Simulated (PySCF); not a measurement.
# Electron correlation in He (helium, neutral)

1s1 2s1, high-spin 3S determinant (an excited configuration). All numbers are calculated (PySCF 2.14, the spin-free X2C one-electron Hamiltonian (Gaussian nucleus), in dyall-acv3z (10s3p2d, 29 functions)). Frozen: nothing; 2 electrons correlated; the 4 highest virtual orbitals of each spin left out.

With two correlated electrons CCSD is exact within the correlated space (frozen core and kept virtual orbitals).

| level | correlation energy (mhartree) |
| --- | --- |
| CCSD | -0.94 |

Diagnostics: T1 = 0.0018, D1 = 0.0035, largest double amplitude 0.010.

The outer electron is Rydberg-like, and this basis confines it to a smaller radius and binds it less than a complete one would.

Cost of the coupled-cluster step: roughly 0.07 core-seconds, for 2 correlated electrons.

Iterations:

```
CC2 = 0
CCSD nocc = (np.int64(2), np.int64(0)), nmo = (25, 25)
frozen orbitals [[25, 26, 27, 28], [25, 26, 27, 28]]
max_cycle = 100
direct = 0
conv_tol = 1e-08
conv_tol_normt = 1e-06
diis_space = 8
diis_start_cycle = 0
Init t2, MP2 energy = -0.000717117361843906
Init E_corr(UCCSD) = -0.000717117361929268
cycle = 1  E_corr(UCCSD) = -0.000883807928197723  dE = -0.000166690566  norm(t1,t2) = 0.00372006
cycle = 2  E_corr(UCCSD) = -0.000926697783734697  dE = -4.28898555e-05  norm(t1,t2) = 0.0013372
cycle = 3  E_corr(UCCSD) = -0.000945516471780735  dE = -1.8818688e-05  norm(t1,t2) = 0.000536716
cycle = 4  E_corr(UCCSD) = -0.000943511051150672  dE = 2.00542063e-06  norm(t1,t2) = 5.82878e-05
cycle = 5  E_corr(UCCSD) = -0.000943513736273766  dE = -2.68512309e-09  norm(t1,t2) = 1.21314e-06
cycle = 6  E_corr(UCCSD) = -0.000943513286483983  dE = 4.49789783e-10  norm(t1,t2) = 6.07697e-08
UCCSD converged
E(UCCSD) = -2.17205011176002  E_corr = -0.0009435132864839832
```
